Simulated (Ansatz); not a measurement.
# CHClGeNO (SMILES O=C=[N][GeH][Cl]): methods side by side

The species is CHClGeNO (6 atoms), meant as a doublet with charge 0. As SMILES, `O=C=[N][GeH][Cl]`. The coordinates come from a PBE0-D4/def2-TZVP relaxation. This is one conformer, not always the lowest.

Quantity: the electronic atomisation energy, in eV. The values are calculated. Electronic energies at fixed atoms, without zero-point motion or spin-orbit coupling.

```
            level                    kind  program  value (eV)  less CCSD(T)/def2-SVP  CPU time (all runs)
     UHF/def2-SVP            Hartree–Fock   Ansatz       15.21                  -6.85                6.5 s
    UPBE/def2-SVP                     GGA   Ansatz       25.52                  +3.46                 16 s
U-r2SCAN/def2-SVP                meta-GGA   Ansatz       24.42                  +2.36                 52 s
  UBHLYP/def2-SVP           global hybrid   Ansatz       22.38                  +0.32                 22 s
 U-wB97X/def2-SVP  range-separated hybrid   Ansatz       24.08                  +2.02                 87 s
 UB2PLYP/def2-SVP           double hybrid   Ansatz       23.56                  +1.50                 27 s
 RPA@PBE/def2-SVP                     RPA   Ansatz       20.75                  -1.31                 30 s
    UMP2/def2-SVP     perturbation theory   Ansatz       23.14                  +1.08                7.3 s
UCCSD(T)/def2-SVP   coupled cluster or CI   Ansatz       22.06                   0.00              2.8 min
```

UCCSD(T)/def2-SVP is the highest level here, not the true value. All-electron rows without a relativistic Hamiltonian named are non-relativistic. Correlated wave functions underbind in double-zeta sets. The values span 15.21 to 25.52 eV. In the correlated wave-function rows the outer d shell of Ge is correlated, in sets not made for it. Times are those of the runs behind each value, whatever else they computed, on shared processors of several kinds: orders of magnitude only.
